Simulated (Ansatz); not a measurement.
A relaxation, step by step

SnH3F, closed shell, PBE0-D4/def2-TZVP (Ansatz 0.2.0). Settings:

```yaml
hamiltonian: {xc: pbe0, dispersion: d4}
relax: {f_tol: 0.005, max_steps: 200}
```

Start, a step off a saddle point along its unstable mode:

```
5
angstrom
Sn 0.1443 0.7300 -0.0518
F -0.0301 -1.4928 -0.7009
H 0.2476 -0.8810 -1.2219
H -1.4453 1.0423 0.5722
H 1.0835 0.6014 1.4025
```

```csv
step,energy less the last (meV),largest force component (eV/Å)
1,814.6,5.829
2,148.4,0.625
3,104.3,1.698
4,17.4,0.302
5,1.8,0.183
6,0.3,0.048
7,0.1,0.015
8,0.0,0.009
9,0.0,0.001
```

Step 3, positions (Å) and forces (eV/Å):

| atom | x | y | z | Fx | Fy | Fz |
| --- | --- | --- | --- | --- | --- | --- |
| Sn1 | 0.174 | 0.961 | -0.021 | 0.155 | 0.202 | -0.365 |
| F2 | -0.046 | -1.498 | -0.656 | 0.677 | 0.683 | -1.698 |
| H3 | 0.292 | -1.152 | -1.500 | -0.679 | -0.801 | 1.641 |
| H4 | -1.409 | 1.053 | 0.695 | -0.211 | -0.018 | 0.166 |
| H5 | 0.989 | 0.635 | 1.482 | 0.059 | -0.065 | 0.255 |

Step 5, positions (Å) and forces (eV/Å):

```
atom       x       y       z      Fx      Fy      Fz
 Sn1   0.199   1.143   0.001  -0.023   0.035   0.090
  F2  -0.008  -1.330  -0.680  -0.060  -0.009   0.178
  H3   0.265  -1.413  -1.557   0.055  -0.030  -0.183
  H4  -1.410   1.006   0.730   0.022   0.001  -0.039
  H5   0.955   0.594   1.507   0.006   0.004  -0.045
```

Step 6, positions (Å) and forces (eV/Å):

```
atom       x       y       z      Fx      Fy      Fz
 Sn1   0.200   1.175   0.015  -0.004  -0.001   0.012
  F2  -0.007  -1.306  -0.673   0.013  -0.017  -0.048
  H3   0.259  -1.434  -1.550  -0.011   0.001   0.034
  H4  -1.414   0.990   0.714   0.006   0.008   0.002
  H5   0.962   0.576   1.494  -0.003   0.009  -0.001
```

Last step (9):

```json
{"atom": "Sn1", "x (Å)": "0.1987", "y (Å)": "1.1729", "z (Å)": "0.0179"}
{"atom": "F2", "x (Å)": "-0.0059", "y (Å)": "-1.3199", "z (Å)": "-0.6828"}
{"atom": "H3", "x (Å)": "0.2609", "y (Å)": "-1.4409", "z (Å)": "-1.5600"}
{"atom": "H4", "x (Å)": "-1.4142", "y (Å)": "1.0010", "z (Å)": "0.7226"}
{"atom": "H5", "x (Å)": "0.9604", "y (Å)": "0.5869", "z (Å)": "1.5025"}
```

The run took about 12 s on 2 CPU threads of an Arm Neoverse V1 (shared host).
